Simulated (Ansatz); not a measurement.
Counterpoise correction, worked out

The pair of Ag⁺ (SMILES [Ag+], atom 1) and Cl2 (SMILES ClCl, atoms 2–3), both closed shells, in one local arrangement (a lower one may exist), relaxed at PBE0-D4/def2-TZVP:

Ag1  (0.055, -0.051, -1.947)
Cl2  (-0.648, 0.606, 1.488)
Cl3  (0.593, -0.555, 0.459)
(Å)

Ansatz 0.2.0; basis: def2-TZVPPD; cores frozen in the correlated methods. Filled d shells of the heavier atoms are correlated. Core potentials replace the inner electrons of the atoms past krypton.

MP2 total energies in eV:

| system | geometry | basis functions | energy |
| --- | --- | --- | --- |
| pair | pair | all | -29004.37422 |
| Ag⁺ | as in the pair | all (partner as ghosts) | -3986.44044 |
| Cl2 | as in the pair | all (partner as ghosts) | -25017.25951 |
| Ag⁺ | as in the pair | its own | -3986.39973 |
| Cl2 | as in the pair | its own | -25017.23548 |
| Ag⁺ | free (PBE0-D4 minimum) | its own | -3986.39973 |
| Cl2 | free (PBE0-D4 minimum) | its own | -25017.23533 |

Question: Work out the interaction energy with and without the counterpoise correction, the superposition error, and the binding energy from the relaxed fragments.

Answer: Without correction: -29004.37422 − (-3986.39973) − (-25017.23548) = -0.73901 eV.
With correction (each fragment in the whole basis): -29004.37422 − (-3986.44044) − (-25017.25951) = -0.67427 eV = -15.55 kcal/mol.
The superposition error is the difference, 0.06474 eV, 9 % of the uncorrected value: each fragment borrows its partner's functions.
Deformation from the free shapes: 0.00000 eV for Ag⁺ and -0.00015 eV for Cl2 (a small negative value is possible, since the free shapes are minima of another method).
Binding energy from relaxed fragments: -0.67427 + 0.00000 + (-0.00015) = -0.67442 eV = -15.55 kcal/mol (electronic, without zero-point energy; negative means bound). For comparison, the corrected interaction energy by CCSD(T) at an estimated basis limit (MP2 extrapolated from triple and quadruple zeta, plus CCSD(T) − MP2 in triple zeta) is -0.791 eV.

The T1 diagnostic stays at or below 0.011.

For scale, one of the runs: CCSD(T)/def2-TZVPPD, 158 basis functions, launched by `ansatz run in.yaml --threads 2 --pin off --events-out ev --progress --plain --max-ram 5222MiB`. Hardware: 2 CPU threads of an Intel Xeon Platinum 8488C, shared host. Wall time 12 s; peak host memory 0.92 GiB.
